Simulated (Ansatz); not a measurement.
`[F][Ti]([F])([F])[Cl]` + `[CH3][GeH]([F])[SH]` → `[F][Ti]([F])([F])[SH]` + `[CH3][GeH]([F])[Cl]` at 700 K and 1 bar (redistribution).

Program: Ansatz. Geometries: PBE0-D4/def2-TZVP. ΔE: electronic, gas phase. CBS: MP2 limit from def2 TZ/QZ plus the TZ coupled-cluster correction, frozen cores. For Ge, Ti outer-core shells are correlated without core-valence functions, which leaves a few kJ/mol of doubt a bond. Scalar relativity is left out up to krypton. Each species was taken in one conformer, which may not be the lowest.

```csv
species,CCSD(T)/CBS energy (Eh),H − E (kJ/mol),S (J/(mol·K))
`[F][Ti]([F])([F])[Cl]`,-1608.34854,80.2,410.7
`[CH3][GeH]([F])[SH]`,-2614.81526,221.0,455.1
`[F][Ti]([F])([F])[SH]`,-1546.91893,108.4,452.7
`[CH3][GeH]([F])[Cl]`,-2676.23424,192.1,431.2
```

H − E and S are ideal-gas, rigid-rotor, harmonic terms from PBE0-D4/def2-TZVP, for one conformer and one mirror image of each species. 1 Eh = 2625.50 kJ/mol, R = 8.31446 J/(mol·K).

Problem. By hand: ΔE, ΔH, ΔS and ΔG.

Solution. ΔE = (-1546.91893) + (-2676.23424) − (-1608.34854) − (-2614.81526) = 0.01063 Eh = 27.9 kJ/mol. Δ(H − E) = 108.4 + 192.1 − 80.2 − 221.0 = -0.7, so ΔH = 27.2 kJ/mol. ΔS = 452.7 + 431.2 − 410.7 − 455.1 = 18.1 J/(mol·K). ΔG = 27.2 − 700 × (18.1)/1000 = 14.5 kJ/mol.

Problem. By hand: the equilibrium constant, and the temperature at which ΔG would vanish if ΔH and ΔS stayed fixed.

Solution. log₁₀ K = −ΔG/(RT ln 10) = -1.1. ΔG = 0 at ΔH/ΔS = 1503 K, though so small a ΔS makes that figure unsure.

TΔS isn't small against ΔH here. A doubt of 5 kJ/mol in ΔE shifts log₁₀ K by 0.4 here. Other conformers and mirror images would add mixing entropy, several J/(mol·K) or more a flexible species. These are equilibria of isolated gas molecules and say nothing of rates. Largest T1 diagnostic: 0.025 (customary marks: 0.02 for closed shells, 0.045 for open ones).
